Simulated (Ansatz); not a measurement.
4 gas-phase steps of group 14 species, written in SMILES but for small gases and atoms, in each of which the number of molecules stays (small partners taken up: CH4, H2O, SiH4, hydrogen halide; given off: H2). Reaction energies in eV, right side less left side, on B3LYP-D3(BJ)/def2-SVP stationary points reached from drawn starts (curvature not checked).

| row | step | PBE/def2-TZVPP | wB97M-V/def2-TZVPP |
|---|---|---|---|
| 1 | CH4 + 2 H2O + HF + 3 SiH4 → 6 H2 + C[Si](F)(O[SiH3])O[SiH3] | -4.03 | -4.66 |
| 2 | CH4 + 2 H2O + HCl + 3 SiH4 → 6 H2 + C[Si](Cl)(O[SiH3])O[SiH3] | -3.54 | -4.16 |
| 3 | 2 CH4 + H2O + HF + 2 SiH4 → 5 H2 + C[Si](C)(F)O[SiH3] | -2.22 | -2.62 |
| 4 | 2 CH4 + H2O + HCl + 2 SiH4 → 5 H2 + C[Si](C)(Cl)O[SiH3] | -1.77 | ? |

No zero-point or thermal terms. One arrangement of each flexible species, with no search for the lowest.

The values were computed with Ansatz (Gaussian orbitals). Each number belongs to the level named beside it.

The rows were drawn at random from the listed steps of this kind that kept their bonds on relaxing, hold no state known to be excited and show no strong spin contamination (nor T1 past 0.05 where coupled cluster ran); restricted singlets weren't searched for lower solutions, and sets that span under 5 kcal/mol aren't shown. They stand in the order of the third column.

Question: Fit a straight line y = a + b·x through the complete rows, with x the PBE/def2-TZVPP and y the wB97M-V/def2-TZVPP value, and use it for row 4. How does it compare with the computed value?

Answer: Means over the 3 complete rows: x -3.263, y -3.813. Σ(x − x̄)(y − ȳ) = 1.990 and Σ(x − x̄)² = 1.753, so b = 1.135 and a = -3.813 − 1.135 × (-3.263) = -0.109 eV. The residuals have rms 0.024 and median size 0.023 eV; without the fit y − x has mean -0.550 and median -0.620 eV. For row 4 the line gives -0.109 + 1.135 × (-1.77) = -2.12 eV, an extrapolation past the fitted range. The computed wB97M-V/def2-TZVPP value is -2.16 eV, 0.04 eV below the line. Taking y = x would miss by 0.39 eV, so here the line does better. wB97M-V/def2-TZVPP is a functional with errors of its own, not an exact or measured value.

Ansatz is a quantum-chemistry and plane-wave program.
